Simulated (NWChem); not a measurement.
System: CH₂O₃Si; SMILES O=C1O[SiH2]O1

NWChem input:

```
start job
memory heap 200 mb stack 900 mb global 1100 mb
geometry units angstroms noautosym nocenter noautoz
  O      0.000000     0.000000     2.112585
  C      0.000000     0.000000     0.921125
  O      0.000000     1.100562     0.065138
  Si     0.000000     0.000000    -1.267039
  O      0.000000    -1.100562     0.065138
  H     -1.251890     0.000000    -2.076629
  H      1.251890     0.000000    -2.076629
end
basis spherical
  * library 6-31g*
end
dft
  xc m05-2x
  iterations 150
end
cosmo
  do_cosmo_smd true
  solvent meg
end
task dft energy
```

Excerpt of the output:

```
             Northwest Computational Chemistry Package (NWChem) 7.3.0
             --------------------------------------------------------

                             Geometry "geometry" -> ""
                             -------------------------

 Output coordinates in angstroms (scale by  1.889725989 to convert to a.u.)

  No.       Tag          Charge          X              Y              Z
 ---- ---------------- ---------- -------------- -------------- --------------
    1 O                    8.0000     0.00000000     0.00000000     2.11258500
    2 C                    6.0000     0.00000000     0.00000000     0.92112500
    3 O                    8.0000     0.00000000     1.10056200     0.06513800
    4 Si                  14.0000     0.00000000     0.00000000    -1.26703900
    5 O                    8.0000     0.00000000    -1.10056200     0.06513800
    6 H                    1.0000    -1.25189000     0.00000000    -2.07662900
    7 H                    1.0000     1.25189000     0.00000000    -2.07662900

 Effective nuclear repulsion energy (a.u.)     229.0098653199

                                 NWChem DFT Module
                                 -----------------

 Summary of "ao basis" -> "ao basis" (spherical)
 ------------------------------------------------------------------------------
       Tag                 Description            Shells   Functions and Types
 ---------------- ------------------------------  ------  ---------------------
 O                           6-31g*                  6       14   3s2p1d
 C                           6-31g*                  6       14   3s2p1d
 Si                          6-31g*                  8       18   4s3p1d
 H                           6-31g*                  2        2   2s

 in cosmo_initialize ...
 calling solv_data for solv:meg

 solvent parameters
 solvname_short: meg
 solvname_long:  1,2-ethanediol
 dielec:       40.2450
 dielecinf:     2.0501
 nonaqueous SMD model solvent descriptors
 dielec:       40.2450
 sola:          0.5800
 solb:          0.7800
 solc:          0.0000
 solg:         69.0700
 solh:          0.0000
 soln:          1.4318

          ---------------
          -cosmo- solvent
          ---------------
 Cosmo: York-Karplus, doi: 10.1021/jp992097l
 dielectric constant -eps-     =  40.24
 screen = (eps-1)/(eps    )    =   0.97515
 surface charge correction     = lagrangian

   van der Waals surface
 --------------------------

 ---------- ATOMIC COORDINATES (A.U.) ------------ VDWR(ANG.) --
     1    0.00000000    0.00000000    3.99220678     1.520
     2    0.00000000    0.00000000    1.74067385     1.850
     3    0.00000000    2.07976061    0.12309297     1.520
     4    0.00000000    0.00000000   -2.39435653     2.470
     5    0.00000000   -2.07976061    0.12309297     1.520
     6   -2.36572907    0.00000000   -3.92425979     1.200
     7    2.36572907    0.00000000   -3.92425979     1.200
 number of segments per atom =        128
 number of   points per atom =        128
 atom (   nspa,  nppa )
 ----------------------
    1 (     80,     0 )       0
    2 (     48,     0 )       0
    3 (     38,     0 )       0
    4 (    100,     0 )       0
    5 (     38,     0 )       0
    6 (     32,     0 )       0
    7 (     32,     0 )       0
 number of -cosmo- surface points =      368
 molecular surface =    104.035 angstrom**2
 molecular volume  =     85.582 angstrom**3
 -lineq- algorithm             =   0
 -bem- low  level              =   3
 -bem- from -octahedral-
 gaussian surface charge width =   4.50000
 degree of switching           =   1.00000
 switching function tolerance  =   0.00010
 atomic radii =
 --------------
    1  8.000  1.520
    2  6.000  1.850
    3  8.000  1.520
    4 14.000  2.470
    5  8.000  1.520
    6  1.000  1.200
    7  1.000  1.200
 ...... end of -cosmo- initialization ......

 nat:                     7
 ixmem:                  2814
 calling mnsol_interface()
 G(SMD-CDS) energy (kcal/mol)  =     7.072
 SMD-CDS SASA (angstrom**2)    =   124.055

[...]

                                COSMO-SMD solvation results
                                ---------------------------

             internal energy in gas <Psi(g)|H|Psi(g)> =      -554.465748747650
         internal energy in solvent <Psi(s)|H|Psi(s)> =      -554.462496103690
                               delta internal energy  =         0.003252643960 (    2.04 kcal/mol)
   total free energy in solvent <Psi(s)|H+V/2|Psi(s)> =      -554.481394696080
 polarization energy contribution <Psi(s)|V/2|Psi(s)> =        -0.018898592390 (  -11.86 kcal/mol)
    total free energy in solvent including G(SMD-CDS) =      -554.470123971869
                       G(SMD-CDS) energy contribution =         0.011270724211 (    7.07 kcal/mol)
     1 M fixed-concentration free energy of solvation =        -0.004375224219 (   -2.75 kcal/mol)

                       DFT Final Molecular Orbital Analysis
                       ------------------------------------

 Vector   21  Occ=2.000000D+00  E=-4.422308D-01
              MO Center=  3.3D-09, -9.7D-09,  5.4D-02, r^2= 1.8D+00
   Bfn.  Coefficient  Atom+Function         Bfn.  Coefficient  Atom+Function
  ----- ------------  ---------------      ----- ------------  ---------------
    31      0.457282  3 O  px                63     -0.457282  5 O  px
    35      0.356673  3 O  px                67     -0.356673  5 O  px
    56      0.053805  4 Si d -2              24      0.030974  2 C  d -2

 Vector   22  Occ=2.000000D+00  E=-4.108037D-01
              MO Center=  9.2D-10, -9.0D-10,  1.6D+00, r^2= 1.7D+00
   Bfn.  Coefficient  Atom+Function         Bfn.  Coefficient  Atom+Function
  ----- ------------  ---------------      ----- ------------  ---------------
     4      0.580540  1 O  py                 8      0.398613  1 O  py
    33     -0.176269  3 O  pz                65      0.176269  5 O  pz
    32      0.131134  3 O  py                37     -0.131333  3 O  pz
    64      0.131134  5 O  py                69      0.131333  5 O  pz
    22      0.114937  2 C  py                36      0.111619  3 O  py

 Vector   23  Occ=2.000000D+00  E=-4.042067D-01
              MO Center=  1.6D-10,  5.4D-09, -3.3D-01, r^2= 4.3D+00
   Bfn.  Coefficient  Atom+Function         Bfn.  Coefficient  Atom+Function
  ----- ------------  ---------------      ----- ------------  ---------------
     3      0.331486  1 O  px                31     -0.252688  3 O  px
    63     -0.252688  5 O  px                 7      0.247575  1 O  px
    76     -0.246106  6 H  s                 78      0.246106  7 H  s
    49      0.241354  4 Si px                35     -0.198148  3 O  px
    67     -0.198148  5 O  px                75     -0.177066  6 H  s

 Vector   24  Occ=0.000000D+00  E= 1.229442D-02
              MO Center= -1.2D-09,  3.6D-08, -1.4D+00, r^2= 3.4D+00
   Bfn.  Coefficient  Atom+Function         Bfn.  Coefficient  Atom+Function
  ----- ------------  ---------------      ----- ------------  ---------------
    54      0.808708  4 Si py                50      0.486831  4 Si py
    34     -0.327356  3 O  s                 66      0.327356  5 O  s
    37      0.183031  3 O  pz                69     -0.183031  5 O  pz
    46     -0.169390  4 Si py                18      0.132792  2 C  py
    33      0.125972  3 O  pz                65     -0.125972  5 O  pz

 Vector   25  Occ=0.000000D+00  E= 5.953787D-02
              MO Center=  4.2D-09,  3.1D-10,  1.0D+00, r^2= 1.7D+00
   Bfn.  Coefficient  Atom+Function         Bfn.  Coefficient  Atom+Function
  ----- ------------  ---------------      ----- ------------  ---------------
    17      0.613130  2 C  px                21      0.590959  2 C  px
     7     -0.433452  1 O  px                 3     -0.373995  1 O  px
    35     -0.208969  3 O  px                67     -0.208969  5 O  px
    31     -0.202995  3 O  px                63     -0.202995  5 O  px
    53     -0.190202  4 Si px                76     -0.173632  6 H  s

 Vector   26  Occ=0.000000D+00  E= 7.061218D-02
              MO Center= -1.2D-09,  6.1D-09, -1.2D+00, r^2= 4.7D+00
   Bfn.  Coefficient  Atom+Function         Bfn.  Coefficient  Atom+Function
  ----- ------------  ---------------      ----- ------------  ---------------
    55      1.439078  4 Si pz                52      0.613215  4 Si s
    34     -0.405642  3 O  s                 66     -0.405642  5 O  s
    23      0.387372  2 C  pz                20     -0.339664  2 C  s
    76      0.272948  6 H  s                 78      0.272948  7 H  s
     6     -0.267474  1 O  s                 51      0.219156  4 Si pz

     Multipole analysis of the density
     ---------------------------------

     L   x y z        total         alpha         beta         nuclear
     -   - - -        -----         -----         ----         -------
     0   0 0 0     -0.000000    -23.000000    -23.000000     46.000000

     1   1 0 0      0.000000      0.000000      0.000000      0.000000
     1   0 1 0      0.000000      0.000000      0.000000      0.000000
     1   0 0 1     -2.508048     -2.744861     -2.744861      2.981674

     2   2 0 0    -24.224053    -17.708700    -17.708700     11.193348
     2   1 1 0      0.000000      0.000000      0.000000      0.000000
     2   1 0 1     -0.000000     -0.000000     -0.000000      0.000000
     2   0 2 0    -28.158948    -48.682708    -48.682708     69.206467
     2   0 1 1     -0.000000     -0.000000     -0.000000      0.000000
     2   0 0 2    -26.280159   -141.632408   -141.632408    256.984657
```

Level: M05-2X/6-31G* (spherical d), SMD on the gas-phase geometry. Coordinates come from a PBE-D3(BJ)/def2-SVP optimisation. Solvent: ethylene glycol.
